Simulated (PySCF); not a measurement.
Lu⁺: excitation energy

Lu⁺ [Xe] 4f14 6s2 (1S) → Lu⁺ [Xe] 4f14 5d2 (3F), as a difference of total energies. Computed with PySCF 2.14 in cc-pVDZ-X2C (8s7p5d3f1g, 84 functions), with the spin-free X2C one-electron Hamiltonian (Gaussian nucleus). Correlated levels: valence: [Kr] 4d10 frozen. The calculations carry no spin-orbit coupling.

```tsv
method	excitation energy (eV)
UHF	3.274
MP2 (valence)	4.198
SCS-MP2 (valence)	4.361
CCSD (valence)	4.255
CCSD(T) (valence)	4.374
```

Errors of the correlated levels include the incompleteness of this basis and the frozen core.

Task: Which method comes closest to the reference value, and which is furthest?

Result: The reference is 3.872 eV (measured; NIST levels, between the centres of gravity of the two terms). Closest: MP2 (valence) (error 0.326 eV); furthest: UHF (error -0.598 eV).
